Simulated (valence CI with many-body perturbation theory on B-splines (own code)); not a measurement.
# Assign the levels of Cr¹⁹⁺

Computed by relativistic CI+MBPT: three valence electrons over a frozen Dirac-Fock core [He], a basis of 11 s, 11 p, 9 d, 7 f, 5 g, 2 h, 1 i functions for each j, with the one-electron correlation potential Σ1, the two-electron term Σ2, the three-electron term Σ3, Breit, model QED; selected CI, second order for the rest (own B-spline code, finite nucleus).

No measured spectrum was set against this ion. As an estimate, levels of excited configurations hold to 0.05 to 0.15 % of their energy, terms of the ground configuration to about 0.5 %.

```csv
No.,J,Parity,E (cm⁻¹),g
1,1/2,odd,0,0.662
2,3/2,odd,82960,1.331
3,1/2,even,355040,2.646
4,3/2,even,391710,1.728
5,5/2,even,430780,1.584
6,3/2,even,641140,0.815
7,5/2,even,653230,1.211
10,3/2,even,861850,1.316
11,3/2,odd,1102100,1.959
12,3/2,odd,1229900,0.881
13,5/2,odd,1248500,1.197
14,1/2,odd,1380400,0.662
15,3/2,odd,1414700,1.286
16,1/2,even,6751400,2.001
```

Energies count from the lowest level. Strongly mixed levels and levels close to another of their J and parity are left out, so the numbers can have gaps.

Problem. Give configuration and LS term of each level.

Solution. 1: 2s²2p ²P°; 2: 2s²2p ²P°; 3: 2s2p² ⁴P; 4: 2s2p² ⁴P; 5: 2s2p² ⁴P; 6: 2s2p² ²D; 7: 2s2p² ²D; 10: 2s2p² ²P; 11: 2p³ ⁴S°; 12: 2p³ ²D°; 13: 2p³ ²D°; 14: 2p³ ²P°; 15: 2p³ ²P°; 16: 2s²3s ²S.
